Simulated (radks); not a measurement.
Tm2+, configuration [Xe] 4f12 6f1 (not the ground configuration).

Calculated with a radial shooting solver on a logarithmic mesh with Libxc functionals: Dirac Kohn-Sham, PBE, spin-unpolarised, spherical densities, point nucleus; open shells fill j = l - 1/2 first.

Energy parts (hartree):
part                       energy
total                 -13580.7478
kinetic                15041.7276
electron-nucleus      -33596.4104
Hartree                 5259.8644
exchange-correlation    -285.9294

Orbitals (lengths in bohr, moments of r in powers of bohr; r(max) is where P^2 peaks; r(90%) holds 90 % of the orbital's charge):
[
 {"orbital": "1s1/2", "occ.": "2", "eigenvalue (hartree)": "-2177.349", "<1/r>": "79.12", "r(90%)": "0.0363", "r(max)": "0.01261", "small-component weight": "6.69e-02"},
 {"orbital": "2s1/2", "occ.": "2", "eigenvalue (hartree)": "-368.0413", "<1/r>": "19.06", "r(90%)": "0.131", "r(max)": "0.07206", "small-component weight": "1.50e-02"},
 {"orbital": "2p1/2", "occ.": "2", "eigenvalue (hartree)": "-350.8127", "<1/r>": "19.03", "r(90%)": "0.116", "r(max)": "0.05403", "small-component weight": "1.50e-02"},
 {"orbital": "2p3/2", "occ.": "4", "eigenvalue (hartree)": "-314.7904", "<1/r>": "16.42", "r(90%)": "0.126", "r(max)": "0.06035", "small-component weight": "1.38e-02"},
 {"orbital": "3s1/2", "occ.": "2", "eigenvalue (hartree)": "-83.58069", "<1/r>": "6.981", "r(90%)": "0.324", "r(max)": "0.2035", "small-component weight": "4.84e-03"},
 {"orbital": "3p1/2", "occ.": "2", "eigenvalue (hartree)": "-76.00788", "<1/r>": "6.895", "r(90%)": "0.316", "r(max)": "0.1912", "small-component weight": "4.78e-03"},
 {"orbital": "3p3/2", "occ.": "4", "eigenvalue (hartree)": "-68.40210", "<1/r>": "6.227", "r(90%)": "0.335", "r(max)": "0.2043", "small-component weight": "4.42e-03"},
 {"orbital": "3d3/2", "occ.": "4", "eigenvalue (hartree)": "-55.49826", "<1/r>": "6.114", "r(90%)": "0.307", "r(max)": "0.1611", "small-component weight": "4.31e-03"},
 {"orbital": "3d5/2", "occ.": "6", "eigenvalue (hartree)": "-53.83649", "<1/r>": "5.951", "r(90%)": "0.313", "r(max)": "0.1648", "small-component weight": "4.20e-03"},
 {"orbital": "4s1/2", "occ.": "2", "eigenvalue (hartree)": "-17.35409", "<1/r>": "2.922", "r(90%)": "0.715", "r(max)": "0.4646", "small-component weight": "1.56e-03"},
 {"orbital": "4p1/2", "occ.": "2", "eigenvalue (hartree)": "-14.30887", "<1/r>": "2.813", "r(90%)": "0.736", "r(max)": "0.4664", "small-component weight": "1.48e-03"},
 {"orbital": "4p3/2", "occ.": "4", "eigenvalue (hartree)": "-12.58847", "<1/r>": "2.581", "r(90%)": "0.782", "r(max)": "0.4943", "small-component weight": "1.34e-03"},
 {"orbital": "4d3/2", "occ.": "4", "eigenvalue (hartree)": "-7.58092", "<1/r>": "2.361", "r(90%)": "0.848", "r(max)": "0.4959", "small-component weight": "1.16e-03"},
 {"orbital": "4d5/2", "occ.": "6", "eigenvalue (hartree)": "-7.26720", "<1/r>": "2.304", "r(90%)": "0.864", "r(max)": "0.5049", "small-component weight": "1.12e-03"},
 {"orbital": "4f5/2", "occ.": "6", "eigenvalue (hartree)": "-1.20487", "<1/r>": "1.763", "r(90%)": "1.27", "r(max)": "0.4902", "small-component weight": "7.08e-04"},
 {"orbital": "4f7/2", "occ.": "6", "eigenvalue (hartree)": "-1.15812", "<1/r>": "1.736", "r(90%)": "1.30", "r(max)": "0.4955", "small-component weight": "6.91e-04"},
 {"orbital": "5s1/2", "occ.": "2", "eigenvalue (hartree)": "-2.94573", "<1/r>": "1.106", "r(90%)": "1.74", "r(max)": "1.083", "small-component weight": "3.26e-04"},
 {"orbital": "5p1/2", "occ.": "2", "eigenvalue (hartree)": "-2.09873", "<1/r>": "0.9808", "r(90%)": "1.97", "r(max)": "1.176", "small-component weight": "2.61e-04"},
 {"orbital": "5p3/2", "occ.": "4", "eigenvalue (hartree)": "-1.86926", "<1/r>": "0.9026", "r(90%)": "2.11", "r(max)": "1.258", "small-component weight": "2.28e-04"},
 {"orbital": "6f5/2", "occ.": "1", "eigenvalue (hartree)": "-0.16056", "<1/r>": "0.1383", "r(90%)": "13.9", "r(max)": "10.49", "small-component weight": "9.63e-06"},
 {"orbital": "6f7/2", "occ.": "0", "eigenvalue (hartree)": "-0.16027", "<1/r>": "0.1384", "r(90%)": "14.0", "r(max)": "10.51", "small-component weight": "9.80e-06"}
]

The highest occupied level is 6f5/2 at -4.369 eV. The density falls to 0.001 e/bohr^3 at r = 3.32 bohr.
